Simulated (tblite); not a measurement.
Species: C6H11BGeO.
Bonds: C1–O2, O2–C3, C3–C4 (double), C4–C5, C5–C6 (double), C6–C7, C6–Ge8, Ge8–B9, C3–B9. Hydrogens: H10, H11, H12 on C1; H13 on C4; H14 on C5; H15, H16, H17 on C7; H18, H19 on Ge8; H20 on B9.

Computed with GFN2-xTB (tblite), gas phase: L-BFGS steps from a force-field or distance-geometry start until the largest atomic force falls under 0.01 eV/Å.

Step 111: E = -696.8485 eV
```
atom  x, y, z in Å  |  force x, y, z in eV/Å
C1      3.4953   -0.0855   -0.7243   -0.002  -0.026   0.004
O2      2.5841    0.9506   -0.4579   -0.015  -0.074   0.000
C3      1.2496    0.6610   -0.2533   -0.013  -0.021  -0.006
C4      0.7817   -0.6234   -0.3186    0.017   0.026   0.001
C5     -0.5483   -1.1278   -0.1091    0.013   0.019   0.018
C6     -1.6683   -0.4300    0.1514   -0.003  -0.002  -0.053
C7     -2.9823   -1.1209    0.3022    0.051   0.021   0.050
Ge8    -1.5552    1.5216    0.2513    0.016   0.021  -0.017
B9      0.3988    1.8948    0.0515   -0.058  -0.021   0.021
H10     4.4765    0.3908   -0.7541   -0.059  -0.056  -0.030
H11     3.2902   -0.5694   -1.6902    0.040   0.063   0.081
H12     3.4844   -0.8475    0.0663    0.060   0.067  -0.033
H13     1.4894   -1.4112   -0.5503   -0.010  -0.001   0.013
H14    -0.6171   -2.2124   -0.1739   -0.007   0.025  -0.020
H15    -3.6180   -0.8709   -0.5450   -0.054  -0.007  -0.055
H16    -3.4898   -0.7670    1.1971   -0.023   0.017   0.053
H17    -2.8737   -2.2016    0.3580   -0.001  -0.064  -0.027
H18    -2.3266    1.9110    1.4892    0.025   0.004  -0.021
H19    -2.4866    2.0089   -0.8341    0.010  -0.001   0.039
H20     0.9109    2.9394    0.1310    0.015   0.008  -0.018
```

Step 112: E = -696.8493 eV
```
atom  x, y, z in Å  |  force x, y, z in eV/Å
C1      3.4966   -0.0824   -0.7227   -0.005  -0.026  -0.001
O2      2.5833    0.9515   -0.4564   -0.024  -0.080   0.004
C3      1.2498    0.6578   -0.2528   -0.024  -0.011   0.000
C4      0.7859   -0.6289   -0.3062    0.005   0.027   0.013
C5     -0.5463   -1.1327   -0.1025    0.015   0.022   0.019
C6     -1.6665   -0.4343    0.1553   -0.018   0.024  -0.077
C7     -2.9852   -1.1184    0.2974   -0.039   0.013  -0.015
Ge8    -1.5561    1.5188    0.2504    0.048   0.011  -0.018
B9      0.3970    1.8942    0.0382   -0.070  -0.026   0.027
H10     4.4748    0.3996   -0.7620   -0.057  -0.076  -0.027
H11     3.2846   -0.5710   -1.6847    0.053   0.057   0.080
H12     3.4928   -0.8409    0.0719    0.070   0.077  -0.041
H13     1.4967   -1.4189   -0.5225   -0.023   0.017   0.005
H14    -0.6172   -2.2172   -0.1695    0.002   0.031  -0.017
H15    -3.6379   -0.8121   -0.5265    0.056  -0.074   0.117
H16    -3.4679   -0.8058    1.2246    0.005  -0.016  -0.043
H17    -2.8878   -2.2045    0.2944   -0.023   0.035  -0.030
H18    -2.3191    1.9119    1.4918    0.018   0.007  -0.024
H19    -2.4897    2.0024   -0.8344    0.000  -0.002   0.043
H20     0.9072    2.9416    0.1033    0.011  -0.011  -0.016
```

Step 113: E = -696.8511 eV
```
atom  x, y, z in Å  |  force x, y, z in eV/Å
C1      3.4980   -0.0813   -0.7211   -0.006  -0.009   0.000
O2      2.5842    0.9486   -0.4450   -0.020  -0.039   0.013
C3      1.2501    0.6551   -0.2485   -0.025   0.013   0.006
C4      0.7858   -0.6306   -0.3065   -0.019   0.006   0.022
C5     -0.5480   -1.1324   -0.1065   -0.002   0.016   0.009
C6     -1.6687   -0.4345    0.1516   -0.004   0.045  -0.058
C7     -2.9873   -1.1187    0.2982    0.044   0.016  -0.055
Ge8    -1.5556    1.5187    0.2516    0.053   0.003  -0.010
B9      0.3966    1.8930    0.0376   -0.044  -0.015   0.016
H10     4.4740    0.4021   -0.7652   -0.022  -0.049  -0.018
H11     3.2820   -0.5617   -1.6839    0.038   0.010   0.030
H12     3.5028   -0.8434    0.0682    0.057   0.048  -0.015
H13     1.4967   -1.4216   -0.5198   -0.025   0.021   0.001
H14    -0.6217   -2.2163   -0.1783    0.011   0.023  -0.009
H15    -3.6345   -0.8323   -0.5325   -0.004  -0.019   0.032
H16    -3.4764   -0.7954    1.2139   -0.035   0.035   0.060
H17    -2.8889   -2.2014    0.3122    0.006  -0.077  -0.024
H18    -2.3128    1.9115    1.4959    0.012   0.005  -0.017
H19    -2.4896    2.0097   -0.8277   -0.010   0.000   0.029
H20     0.9084    2.9414    0.0931   -0.004  -0.033  -0.012
```

Step 114: E = -696.8522 eV
```
atom  x, y, z in Å  |  force x, y, z in eV/Å
C1      3.4987   -0.0798   -0.7201   -0.012   0.009   0.005
O2      2.5824    0.9476   -0.4459   -0.012  -0.003   0.021
C3      1.2492    0.6530   -0.2500   -0.031   0.009   0.008
C4      0.7865   -0.6335   -0.3032   -0.027   0.012   0.031
C5     -0.5486   -1.1330   -0.1061   -0.019   0.012   0.005
C6     -1.6702   -0.4345    0.1474    0.013   0.041  -0.033
C7     -2.9891   -1.1180    0.2951    0.059  -0.017   0.033
Ge8    -1.5553    1.5184    0.2501    0.033   0.013   0.000
B9      0.3953    1.8920    0.0328   -0.011   0.001   0.009
H10     4.4721    0.4052   -0.7713    0.015  -0.020  -0.016
H11     3.2810   -0.5633   -1.6787    0.023  -0.028  -0.019
H12     3.5110   -0.8365    0.0721    0.047   0.009   0.016
H13     1.4988   -1.4260   -0.5072   -0.030   0.029  -0.006
H14    -0.6242   -2.2168   -0.1774    0.016   0.019  -0.006
H15    -3.6377   -0.8230   -0.5283   -0.061   0.012  -0.007
H16    -3.4726   -0.8068    1.2207   -0.003   0.027  -0.014
H17    -2.8933   -2.2017    0.2954    0.016  -0.062  -0.018
H18    -2.3056    1.9124    1.4993    0.016  -0.003  -0.025
H19    -2.4940    2.0147   -0.8227   -0.009  -0.002   0.027
H20     0.9106    2.9402    0.0852   -0.024  -0.058  -0.010
```

Problem. Estimate the geometry and energy of step 115. (The exact step hangs on the optimiser's Hessian estimate; all steps are aligned on step 114, rigid shifts and turns removed.)

Solution. E = -696.8531 eV, largest force 0.072 eV/Å
```
atom  x, y, z in Å  |  force x, y, z in eV/Å
C1      3.4994   -0.0783   -0.7184   -0.009   0.014   0.000
O2      2.5812    0.9468   -0.4447   -0.010   0.018   0.020
C3      1.2481    0.6510   -0.2515   -0.023   0.019   0.017
C4      0.7879   -0.6363   -0.2991   -0.038   0.006   0.034
C5     -0.5485   -1.1344   -0.1057   -0.021   0.010  -0.003
C6     -1.6706   -0.4354    0.1444   -0.002   0.040  -0.019
C7     -2.9903   -1.1178    0.2930    0.031  -0.023  -0.005
Ge8    -1.5552    1.5176    0.2473    0.019   0.016   0.009
B9      0.3933    1.8908    0.0265    0.013   0.004   0.002
H10     4.4702    0.4092   -0.7791    0.039   0.000  -0.009
H11     3.2793   -0.5663   -1.6731    0.009  -0.050  -0.041
H12     3.5206   -0.8298    0.0772    0.040  -0.012   0.031
H13     1.5022   -1.4298   -0.4933   -0.038   0.038  -0.010
H14    -0.6252   -2.2177   -0.1786    0.017   0.009   0.000
H15    -3.6465   -0.8081   -0.5209   -0.032   0.003   0.023
H16    -3.4663   -0.8192    1.2272    0.012   0.021  -0.025
H17    -2.8991   -2.2026    0.2748    0.020  -0.034  -0.010
H18    -2.2959    1.9145    1.5015    0.014  -0.009  -0.026
H19    -2.4999    2.0177   -0.8179   -0.011  -0.005   0.022
H20     0.9103    2.9388    0.0775   -0.030  -0.065  -0.010
```

The energy changes by -0.0009 eV. The first-order estimate −F·Δx gives -0.0012 eV and the mean of the old and new forces, exact on a quadratic surface, -0.0009 eV. The step makes an angle of 82° with the force vector and moves no atom by more than 0.021 Å.

What follows is the cost of the whole relaxation. On one thread of an Arm Neoverse V2, shared host, this took 0.97 s of wall time.
